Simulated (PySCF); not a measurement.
**Br+ (bromine, charge +1) across methods**

[Ar] 3d10 4s1 4p4 4d1, one real determinant (an excited configuration). Calculation: PySCF 2.14, in aug-cc-pVQZ-PP with ECP10MDF (7s6p5d3f2g, 89 functions); scalar relativity through the core potential. The B2PLYP total includes its PT2 part (frozen core); its orbital energies are those of the SCF part.

| method | E (hartree) | mean ε 4p α (eV) | mean ε 4p β (eV) | mean ε 4d α (eV) | Σ⟨r²⟩ (bohr²) | ⟨S²⟩ |
| --- | --- | --- | --- | --- | --- | --- |
| B2PLYP | -415.0631 | -24.963 | -20.753 | -7.789 | 38.04 | 6.004 |
| r2SCAN | -415.3319 | -22.409 | -19.141 | -6.451 | 37.83 | 6.005 |
| wB97X | -415.4814 | -25.745 | -22.319 | -8.921 | 37.49 | 6.003 |
| UHF | -414.20256 | -27.968 | -21.507 | -9.251 | 37.90 | 6.008 |
| PBE | -415.4555 | -21.676 | -18.974 | -6.431 | 37.97 | 6.002 |
| M06-L | -415.4894 | -22.126 | -18.816 | -6.338 | 37.66 | 6.004 |
| LDA | -414.8408 | -21.787 | -19.126 | -6.358 | 38.11 | 6.002 |
| BP86 | -415.6207 | -21.764 | -19.204 | -6.528 | 38.02 | 6.003 |

(1) Estimate the same row for PBE0.

⟨L²⟩ = 8.03 against 12 for a pure F term, so this real determinant mixes terms. Energies and moments cover only the electrons outside the core potential. The outer electron is Rydberg-like, and this basis confines it to a smaller radius and binds it less than a complete one would.

Answers

(1) E (hartree) = -415.4274; mean ε 4p α (eV) = -23.414; mean ε 4p β (eV) = -19.949; mean ε 4d α (eV) = -7.205; Σ⟨r²⟩ (bohr²) = 37.77; ⟨S²⟩ = 6.003.
